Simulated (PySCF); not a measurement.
## Correlation energy of I+ (iodine, charge +1)

Starting occupation: [Kr] 4d10 5s2 5p4, 5p1/2 with m_j = -1/2, +1/2, 5p3/2 with m_j = +1/2, +3/2. Calculation: PySCF 2.14, in x2c-TZVPPall-2c with one added diffuse shell each of s, p, d, f type (9s10p6d3f, 90 functions); X2C-1e with screened-nucleus spin-orbit coupling, Gaussian nucleus. Frozen: [Kr]; 16 electrons correlated; the 8 highest virtual spinors left out.

MP2 pair energies summed by pair of shells (mhartree):

| pair | energy | share (%) |
| --- | --- | --- |
| 4d-4d | -254.75 | 54.5 |
| 4d-5p | -77.79 | 16.6 |
| 4d-5s | -48.03 | 10.3 |
| 5p-5p | -40.22 | 8.6 |
| 5p-5s | -39.81 | 8.5 |
| 5s-5s | -6.82 | 1.5 |

Total MP2 correlation energy: -467.43 mhartree.

The virtual space was cut to 110 spinors, which keep -467.23 of the -467.43 mhartree of MP2 correlation.

| level | correlation energy (mhartree) |
| --- | --- |
| CCSD | -444.36 |
| (T) | -6.23 |
| CCSD(T) | -450.59 |

Diagnostics: T1 = 0.0056, largest double amplitude 0.045.

Cost of the coupled-cluster step: 940 s of wall time on 4 threads of Intel(R) Xeon(R) Platinum 8488C (shared host), for 16 occupied and 110 virtual spinors.

Iterations:

```
Init t2, MP2 energy = -0.467233498552922
CCSD nocc = 16, nmo = 126
Init t2, MP2 energy = -0.467233498552922
Init E_corr(GCCSD) = -0.467233498552922
cycle = 1  E_corr(GCCSD) = -0.435360413014825  dE = 0.0318730855  norm(t1,t2) = 0.0495514
cycle = 2  E_corr(GCCSD) = -0.444032246155273  dE = -0.00867183314  norm(t1,t2) = 0.012062
cycle = 3  E_corr(GCCSD) = -0.44389576922736  dE = 0.000136476928  norm(t1,t2) = 0.00429833
cycle = 4  E_corr(GCCSD) = -0.444390814776019  dE = -0.000495045549  norm(t1,t2) = 0.0015174
cycle = 5  E_corr(GCCSD) = -0.444334430147483  dE = 5.63846285e-05  norm(t1,t2) = 0.000964596
cycle = 6  E_corr(GCCSD) = -0.444352452123423  dE = -1.80219759e-05  norm(t1,t2) = 0.00070741
cycle = 7  E_corr(GCCSD) = -0.444365612965271  dE = -1.31608418e-05  norm(t1,t2) = 0.000155819
cycle = 8  E_corr(GCCSD) = -0.444359325860655  dE = 6.28710462e-06  norm(t1,t2) = 3.98644e-05
cycle = 9  E_corr(GCCSD) = -0.44436025658633  dE = -9.30725675e-07  norm(t1,t2) = 8.8164e-06
cycle = 10  E_corr(GCCSD) = -0.444360000826535  dE = 2.55759795e-07  norm(t1,t2) = 1.94664e-06
cycle = 11  E_corr(GCCSD) = -0.444360070480894  dE = -6.96543593e-08  norm(t1,t2) = 3.80793e-07
cycle = 12  E_corr(GCCSD) = -0.444360050322657  dE = 2.01582374e-08  norm(t1,t2) = 8.83065e-08
cycle = 13  E_corr(GCCSD) = -0.444360052525221  dE = -2.20256458e-09  norm(t1,t2) = 2.47756e-08
GCCSD converged
E(GCCSD) = -7113.897445669679  E_corr = -0.4443600525252211
```

The GHF reference relaxed away from the jj start to a determinant that is no pure jj level (⟨S²⟩ = 1.86, ⟨J²⟩ = 6.03); the energies belong to that determinant.

This basis was not built for core-valence correlation, so the inner-shell part is incomplete.
